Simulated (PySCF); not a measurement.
A small calculation by hand: refractive index and permittivity of the vapour

CsI, SMILES [I][Cs].

Geometry: PBE-D3(BJ)/def2-TZVPD. The def2 effective core potentials stand for the cores of Cs, I; spin–orbit coupling is left out.

PBE/def2-TZVPD (PySCF) gives a mean static polarisability of 88.3 bohr³ and a dipole moment of 11.12 D. Take an ideal gas at 298.15 K and 1 bar, whether or not the substance is that volatile.

Question: Work out n − 1 in the optical limit and the static ε − 1.

Answer: 
Polarisability volume α' = 88.3 × 0.148185 = 13.08 Å³. Number density N = p/kT = 2.43e-5 Å⁻³.
Dilute limit of Lorentz–Lorenz: n − 1 = 2π N α' = 0.0020.
Orientation term of Debye: μ²/(3kT) = 8.098 Å³ × μ²(D²) = 1001.33 Å³.
ε − 1 = 4π N (α' + μ²/3kT) = 0.31. Orientation of the dipole supplies 99 % of the static response; it can't follow optical fields. Vibrational polarisation and dispersion are left out.
